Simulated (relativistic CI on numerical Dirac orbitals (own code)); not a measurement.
## Hyperfine structure of Si X, mass number 29

Computed by Dirac-Coulomb-Breit CI, KLI orbitals optimised for each configuration, model QED (radiative potential, 1s self-energy scaled to tabulated hydrogen-like ionisation energies), unscaled Slater integrals (own radial code, finite nucleus).

Configuration list (outside the closed core 1s2): 2s2 2p, 2s 2p2, 2p3, 2p2 3s, 2s2 3s, 2p2 3p, 2p2 3d, 2s2 3p, 2s2 3d, 2s 2p 3s, 2s 2p 3p, 2s 2p 3d, 2s2 4s, 2s2 4p, 2s2 4d, 2s2 4f. Levels of other configurations are missing.

Nuclear spin I = 1/2, μ = -0.55505 μN (tables of Stone and Pyykkö). The electronic factors are computed for point nuclear moments, without core polarisation or the Bohr-Weisskopf and QED corrections.

```json
{"Level": "2s2 2p 2P°_1/2", "E (cm⁻¹)": "0", "A (MHz)": "-20540"}
{"Level": "2s2 2p 2P°_3/2", "E (cm⁻¹)": "6940", "A (MHz)": "-4285"}
{"Level": "2s 2p2 4P_1/2", "E (cm⁻¹)": "157163", "A (MHz)": "-36710"}
{"Level": "2s 2p2 4P_3/2", "E (cm⁻¹)": "159617", "A (MHz)": "-17270"}
{"Level": "2s 2p2 4P_5/2", "E (cm⁻¹)": "163151", "A (MHz)": "-17990"}
{"Level": "2s 2p2 2D_5/2", "E (cm⁻¹)": "292434", "A (MHz)": "-20100"}
{"Level": "2s 2p2 2D_3/2", "E (cm⁻¹)": "292444", "A (MHz)": "4906"}
{"Level": "2s 2p2 2S_1/2", "E (cm⁻¹)": "374121", "A (MHz)": "-68920"}
```

Levels with J = 0, under 50 % of one LS term, or S terms without an open s electron are left out. Small factors come from cancelling terms and can be off by tens of per cent or more.

At this charge energies of transitions that change n are usually good to better than 1 %, and those within a shell (Δn = 0) to a few per cent.

(1) Give the hyperfine levels of 2s2 2p 2P°_1/2 relative to its centre of gravity.

## Answers

(1) With K = F(F + 1) − I(I + 1) − J(J + 1), E = AK/2: F = 0: 15400, F = 1: -5135 MHz.

LS names give the leading component of a level, which can be under half, so a name can repeat, a term be missing and a line seem to break the LS rules.
